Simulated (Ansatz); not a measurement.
Z-matrix (Å, degrees):
```
C
C 1 1.498
H 1 1.094 2 110.8
H 1 1.093 2 110.1 3 119.9
H 1 1.091 2 110.9 3 -120.7
Cl 2 1.779 1 113.2 3 60.2
C 2 1.574 1 118.7 3 -76.3
B 2 1.522 1 129.1 3 -147.5
H 7 1.087 2 118.3 1 127.6
H 7 1.088 2 112.8 1 -7.4
F 8 1.305 2 148.1 1 -84.8
```

Total charge 0; spin multiplicity 1.

**Question.** List the CAM-B3LYP/def2-TZVPP orbital energies in eV (Ansatz 0.2.0). (Best estimate.)

**Answer.** Computed: Occupied: -2764.38, -674.60, -280.40, -279.09, -278.89, -259.12, -198.23, -198.00, -197.99, -187.65, -36.00, -26.24, -23.44, -21.85, -17.90, -17.47, -15.45, -15.25, -15.17, -14.42, -13.78, -12.99, -12.26, -11.27, -10.51, -9.50, -8.68. Lowest empty: -0.04, 1.41, 2.36, 2.66, 2.73, 3.42, 3.89, 3.98.
